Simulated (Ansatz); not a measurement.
Species: sum formula Si2N3H9 (charge 0, singlet). SMILES: N[SiH2][SiH](N)N
Structure (B3LYP-D3(BJ)/def2-TZVP (Ansatz, an electronic-structure program) minimum search):
```
Si
N 1 1.7245
H 2 1.0077 1 119.29
H 2 1.0087 3 111.21 1 -146.34
N 1 1.7286 2 106.73 3 147.55
H 5 1.0085 1 120.34 2 165.83
H 5 1.0099 6 111.18 1 -147.12
H 1 1.4917 2 103.53 3 24.17
Si 1 2.3495 8 111.49 2 124.57
N 9 1.7350 1 105.12 8 -175.69
H 10 1.0085 9 121.12 1 175.09
H 10 1.0089 11 110.86 9 -144.91
H 9 1.4862 10 108.00 11 55.11
H 9 1.4973 13 105.52 10 122.90
```

Wanted: vertical ionisation energy (to the doublet state of charge +1; each state is the SCF solution reached for its spin; for the doublet T1 is 0.072), in eV. Correlated levels leave the core frozen unless marked. UHF or UKS for open shells. No spin-orbit coupling. No relativistic terms. 

| level | program | vertical ionisation energy (eV) |
|---|---|---|
| SVWN5/def2-TZVPD | Ansatz | 8.17 |
| PBE/def2-TZVPD | Ansatz | 8.06 |
| BHLYP/def2-TZVPD | Ansatz | 8.79 |
| wB97X-V/def2-TZVPD | Ansatz | 8.86 |
| MP2/aug-cc-pV(D+d)Z | Ansatz | 9.40 |
| RI-MP2/aug-cc-pV(T+d)Z | Ansatz | 9.56 |
